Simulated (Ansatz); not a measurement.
The first iterations of a band of C₂H₈B₂O (13 atoms, charge 0, multiplicity 1).

Theory: Ansatz 0.2.0, RKS B3LYP-D4/def2-SVP.

```yaml
movable_images: 9
climbing_image: yes
spring: 5.0 eV/Å²
optimiser: quadratic models (default)
start_path: IDPP
force_threshold: 0.03 eV/Å
iteration_limit: 60
end_points: relaxed
```

Initial state:

```xyz
13
Properties=species:S:1:pos:R:3
B -1.437 0.953 0.101
C 0.022 0.490 0.108
B 0.069 -0.874 0.869
C 0.504 -0.468 -1.064
O 0.996 1.457 0.434
H -1.763 1.917 0.747
H -2.271 0.305 -0.483
H -0.809 -1.691 0.809
H 1.059 -1.085 1.531
H 1.331 0.066 -1.550
H -0.296 -0.718 -1.770
H 0.956 -1.438 -0.727
H 1.658 1.051 1.010
```

Final state:

```xyz
13
Properties=species:S:1:pos:R:3
B -1.350 0.830 0.268
C 0.100 0.456 0.044
B 0.145 -0.965 0.777
C 0.537 -0.484 -1.111
O 1.170 1.323 0.362
H -1.608 1.708 1.062
H -2.243 0.212 -0.252
H -0.754 -1.760 0.728
H 1.145 -1.184 1.406
H 1.444 -0.049 -1.548
H -0.252 -0.663 -1.849
H 0.877 -1.506 -0.763
H 0.808 2.046 0.891
```

| iteration | highest image above the first end (eV) | largest band force component (eV/Å) |
| --- | --- | --- |
| 1 | 0.089 | 0.680 |
| 2 | 0.039 | 0.278 |

**Question.** Does the band converge within its limit, and where does its top end?

**Answer.** The forces met the threshold. It ended after 6 iterations with the highest image 0.025 eV above the first end. A vibrational analysis at the climbing image gives one clearly imaginary mode, 199i cm⁻¹: a first-order saddle point.

The run took 2.4 min on 2 threads of Arm Neoverse V2 (shared host), peak memory 0.24 GiB.
